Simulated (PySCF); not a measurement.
This PySCF input asks for the NMR shieldings of SMILES C[Si](O[Si@H](CC)S[SiH3])(C)C, C5H18OSSi3; the geometry comes from PBE0-D3(BJ)/def2-SVP.

```python
import basis_set_exchange as bse
import numpy as np
from pyscf import gto, dft
from pyscf.prop import nmr

atoms = """
C    -3.568305   -1.856614   -0.708590
C    -2.302717   -1.124930   -1.140755
Si   -0.946056   -1.092248    0.143437
O     0.282523   -0.154638   -0.428323
Si    1.874128    0.318076   -0.148208
C     2.018469    2.087274   -0.733923
C     2.980724   -0.807587   -1.154623
C     2.236179    0.154535    1.681376
S    -1.669200   -0.309956    2.028511
Si   -1.752271    1.770645    1.506914
H    -4.008096   -1.391385    0.187195
H    -4.332149   -1.849924   -1.501358
H    -3.364038   -2.910348   -0.459378
H    -2.519841   -0.078258   -1.413979
H    -1.863490   -1.584937   -2.044247
H    -0.480891   -2.469251    0.490561
H     1.332881    2.745287   -0.178550
H     1.771351    2.162295   -1.804264
H     3.042997    2.467113   -0.593352
H     2.732124   -0.743003   -2.225468
H     2.865422   -1.857206   -0.841405
H     4.041251   -0.534081   -1.034964
H     3.264935    0.471701    1.914779
H     2.121269   -0.890690    2.009801
H     1.542587    0.766685    2.277971
H    -2.244978    1.966865    0.111449
H    -0.417201    2.425161    1.641555
H    -2.697192    2.412434    2.465199
"""
names = dict.fromkeys(["C", "Si", "O", "S", "H"], "pcSseg-1")
basis = {el: gto.basis.parse(bse.get_basis(n, elements=[el], fmt="nwchem")) for el, n in names.items()}
mol = gto.M(atom=atoms, basis=basis, charge=0, verbose=0)
mf = dft.RKS(mol, xc="PBE")
mf.grids.level = 2
mf.grids.alignment = dft.numint.BLKSIZE   # the property module wants whole blocks of grid points
mf.conv_tol = 1e-9
mf.kernel()

calc = nmr.RKS(mf)   # GIAO
sigma = calc.kernel()   # uncoupled for a functional without exact exchange
for i, s in enumerate(sigma):   # ppm
    w = np.linalg.eigvalsh((s + s.T) / 2)
    print("%2d %-2s iso %8.1f  s11 %8.1f  s22 %8.1f  s33 %8.1f" % (i, mol.atom_pure_symbol(i), w.mean(), *w))
```

Question: What does it print?

Answer: 
```
 0 C  iso    172.6  s11    164.1  s22    171.2  s33    182.4
 1 C  iso    168.3  s11    155.3  s22    164.8  s33    184.9
 2 Si iso    332.0  s11    278.9  s22    331.9  s33    385.0
 3 O  iso    235.3  s11    208.2  s22    230.5  s33    267.2
 4 Si iso    310.9  s11    293.4  s22    303.9  s33    335.3
 5 C  iso    179.3  s11    170.1  s22    180.5  s33    187.2
 6 C  iso    178.4  s11    169.4  s22    178.1  s33    187.6
 7 C  iso    178.1  s11    169.8  s22    180.0  s33    184.4
 8 S  iso    744.5  s11    645.5  s22    745.3  s33    842.5
 9 Si iso    393.6  s11    347.4  s22    386.2  s33    447.2
10 H  iso     30.2  s11     24.6  s22     31.3  s33     34.8
11 H  iso     30.1  s11     25.1  s22     27.2  s33     38.0
12 H  iso     30.5  s11     26.1  s22     28.3  s33     37.2
13 H  iso     30.1  s11     26.1  s22     29.9  s33     34.3
14 H  iso     30.4  s11     24.9  s22     30.2  s33     36.1
15 H  iso     25.6  s11     22.1  s22     24.2  s33     30.5
16 H  iso     30.7  s11     25.8  s22     30.0  s33     36.2
17 H  iso     31.0  s11     27.6  s22     28.5  s33     36.9
18 H  iso     31.4  s11     27.4  s22     28.4  s33     38.3
19 H  iso     31.0  s11     27.2  s22     28.8  s33     36.9
20 H  iso     31.0  s11     26.9  s22     29.4  s33     36.5
21 H  iso     31.3  s11     27.3  s22     28.5  s33     38.2
22 H  iso     31.3  s11     27.1  s22     28.2  s33     38.5
23 H  iso     30.8  s11     27.3  s22     29.4  s33     35.7
24 H  iso     30.5  s11     26.0  s22     29.9  s33     35.7
25 H  iso     26.4  s11     23.1  s22     25.3  s33     30.7
26 H  iso     26.4  s11     21.8  s22     26.3  s33     31.0
27 H  iso     26.5  s11     22.5  s22     23.9  s33     33.0
```

These numbers come from an equivalent density-fitted implementation of the same equations, which agrees with the script to about 0.01 ppm for H and up to a few tenths of a ppm for heavy atoms, so last digits may differ.

Question: Turn these shieldings into chemical shifts. Scale: $^{13}$C (σref 180.03), $^{29}$Si (σref 334.61), $^{1}$H (σref 31.20) against TMS; $^{17}$O (σref 334.63) vs H2O; $^{33}$S (σref 490.84) against CS2 (reference shieldings calculated alike).

Answer: Averaging equivalent atoms: C 1: 11.7; C 0: 7.4; C 5/6/7: 1.5; Si 4: 23.7; Si 2: 2.7; Si 9: -59.0; O 3: 99.3; S 8: -254; H 15: 5.60; H 25/26/27: 4.80; H 13: 1.10; H 10/11/12: 0.92; H 14: 0.78; H 16/17/18/19/20/21/22/23/24: 0.21 ppm. Experimental scales use liquid or dissolved standards, which lie at an offset from isolated H2O (liquid H2O: subtract about 36 ppm).

Size and cost of the density-fitted run: 288 basis functions, 120 s wall time on 1 thread of an Arm Neoverse V1, shared host.
